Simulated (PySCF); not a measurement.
Predicted microwave data (PBE0-D3(BJ)/def2-SVP geometry optimisation, gas phase in PySCF 2.14.0) for one isomer of C3H10OSi:

* Rotational constants: A = 3341, B = 3303, C = 3117 MHz
* Dipole components: |μa| = 1.34 D, |μb| = 0.05 D, |μc| = 0.29 D
* Inertial defect: -142.10 u·Å²
* κ: 0.66

Task: Which structure is it? (One computed conformer of each.)
A. `C[Si](C)(C)O`
B. `[CH3:1][CH2:2][O:3][SiH2:4][CH3:5]` with C1–C2–O3–Si4 180°, C2–O3–Si4–C5 180°
C. `[CH3:1][O:2][CH2:3][SiH2:4][CH3:5]` with C1–O2–C3–Si4 180°, O2–C3–Si4–C5 55°

Result: A. It is C[Si](C)(C)O, an asymmetric top, point group Cs. The candidates at the same level (rigid rotor, commonest isotopes):

```json
{"SMILES": "COC[SiH2]C", "A (MHz)": "8077", "B (MHz)": "1941", "C (MHz)": "1698", "μa (D)": "0.85", "μb (D)": "0.02", "μc (D)": "0.91", "Δ (u·Å²)": "-25.25", "point group": "C1", "rotor": "near-prolate asymmetric top"}
{"SMILES": "C[Si](C)(C)O", "A (MHz)": "3341", "B (MHz)": "3303", "C (MHz)": "3117", "μa (D)": "1.34", "μb (D)": "0.05", "μc (D)": "0.29", "Δ (u·Å²)": "-142.10", "point group": "Cs", "rotor": "asymmetric top"}
{"SMILES": "CCO[SiH2]C", "A (MHz)": "11454", "B (MHz)": "1716", "C (MHz)": "1564", "μa (D)": "0.09", "μb (D)": "0.22", "μc (D)": "0.00", "Δ (u·Å²)": "-15.48", "point group": "Cs", "rotor": "near-prolate asymmetric top"}
```

`CCO[SiH2]C` has A 243 % too high; `COC[SiH2]C` has A 142 % too high. No structure here is proved a minimum.
